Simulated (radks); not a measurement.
The numbers below are computed, except where a source is named.
Problem. The cobalt ion Co3.5+, 23.5 electrons, occupied as [Ar] 3d4 4s1.5 (fractional occupations, a model configuration). Code: a radial shooting solver on a logarithmic mesh with Libxc functionals. Model: Dirac Kohn-Sham, PBE, spin-unpolarised, spherical densities, point nucleus; open shells are shared between the two j in proportion to 2j + 1. Some entries of the table are withheld. Estimate them.

| orbital | occ. | eigenvalue (eV) | r(max) (bohr) |
|---|---|---|---|
| 1s1/2 | 2 | -7657.384 | 0.03678 |
| 2s1/2 | 2 | (1) | 0.2132 |
| 2p1/2 | 2 | -847.8914 | 0.1703 |
| 2p3/2 | 4 | -833.0856 | 0.1729 |
| 3s1/2 | 2 | -165.1383 | 0.6613 |
| 3p1/2 | 2 | (2) | (3) |
| 3p3/2 | 4 | (4) | (5) |
| 3d3/2 | 1.6 | (6) | 0.6257 |
| 3d5/2 | 2.4 | (7) | 0.6278 |
| 4s1/2 | 1.5 | (8) | 1.811 |

Solution. 
(1) 2s1/2 eigenvalue (eV): -967.2077
(2) 3p1/2 eigenvalue (eV): -128.9839
(3) 3p1/2 r(max) (bohr): 0.6623
(4) 3p3/2 eigenvalue (eV): -126.9652
(5) 3p3/2 r(max) (bohr): 0.6691
(6) 3d3/2 eigenvalue (eV): -68.0393
(7) 3d5/2 eigenvalue (eV): -67.7757
(8) 4s1/2 eigenvalue (eV): -43.0353
